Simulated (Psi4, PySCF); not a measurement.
Torsional profile of C₈H₆O₂, SMILES c1cc(-c2occc2)oc1. Scanned: dihedral O3–C4–C5–O9; all other coordinates were relaxed at GFN2-xTB. Points at φ and −φ are mirror images. Heavy atoms are numbered in the order of the SMILES c1coc(-c2ccco2)c1, hydrogens after them in the order of the atoms that carry them; the mirror image has the same energies with the sign of each dihedral reversed.

Levels: RKS-B3LYP/6-31G* = PySCF with restricted B3LYP/6-31G*, spherical d, density fitting // GFN2-xTB; RHF/STO-3G = restricted Hartree-Fock/STO-3G // GFN2-xTB in PySCF; RKS-B3LYP/LANL2DZ = PySCF 2.14.0 with restricted B3LYP/LANL2DZ, density fitting // GFN2-xTB; PBE-D3(BJ)/def2-SVP // GFN2-xTB (Psi4).

Energies relative to the lowest point of each profile, in mEh; the last columns give the difference from PBE-D3(BJ):

```tsv
φ / °	RKS-B3LYP/6-31G*	RHF/STO-3G	RKS-B3LYP/LANL2DZ	PBE-D3(BJ)/def2-SVP	RKS-B3LYP/6-31G* − PBE-D3(BJ)/def2-SVP	RHF/STO-3G − PBE-D3(BJ)/def2-SVP	RKS-B3LYP/LANL2DZ − PBE-D3(BJ)/def2-SVP
-165	0.6	0.4	0.6	0.6	-0.1	-0.2	-0.1
-150	2.1	1.5	2.1	2.4	-0.3	-0.8	-0.2
-135	4.2	3.1	4.3	4.7	-0.5	-1.7	-0.4
-120	6.4	4.6	6.5	7.2	-0.8	-2.6	-0.7
-105	8.0	5.6	8.2	9.0	-1.0	-3.4	-0.8
-90	8.5	6.0	8.9	9.6	-1.1	-3.6	-0.7
-75	7.6	5.7	8.2	8.6	-1.0	-2.9	-0.4
-60	6.0	4.8	6.8	6.8	-0.8	-2.0	0.0
-45	4.6	3.7	5.6	5.1	-0.5	-1.3	0.5
-30	3.5	2.7	4.7	3.8	-0.2	-1.0	1.0
-15	3.0	2.1	4.3	3.0	0.0	-0.9	1.3
0	2.8	1.8	4.2	2.7	0.1	-0.9	1.4
15	3.0	2.1	4.3	3.0	0.0	-0.9	1.3
30	3.5	2.7	4.7	3.8	-0.2	-1.0	1.0
45	4.6	3.7	5.6	5.1	-0.5	-1.3	0.5
60	6.0	4.8	6.8	6.8	-0.8	-2.0	0.0
75	7.6	5.7	8.2	8.6	-1.0	-2.9	-0.4
90	8.5	6.0	8.9	9.6	-1.1	-3.6	-0.7
105	8.0	5.6	8.2	9.0	-1.0	-3.4	-0.8
120	6.4	4.6	6.5	7.2	-0.8	-2.6	-0.7
135	4.2	3.1	4.3	4.7	-0.5	-1.7	-0.4
150	2.1	1.5	2.1	2.4	-0.3	-0.8	-0.2
165	0.6	0.4	0.6	0.6	-0.1	-0.2	-0.1
180	0.0	0.0	0.0	0.0	0.0	0.0	0.0
```

RKS-B3LYP/6-31G* is furthest from PBE-D3(BJ)/def2-SVP at -90 (-1.1 mEh, below); its mean absolute difference over the points is 0.5 mEh.

RHF/STO-3G is furthest from PBE-D3(BJ)/def2-SVP at -90 (-3.6 mEh, below); its mean absolute difference over the points is 1.8 mEh.

RKS-B3LYP/LANL2DZ is furthest from PBE-D3(BJ)/def2-SVP at 0 (1.4 mEh, above); its mean absolute difference over the points is 0.6 mEh.
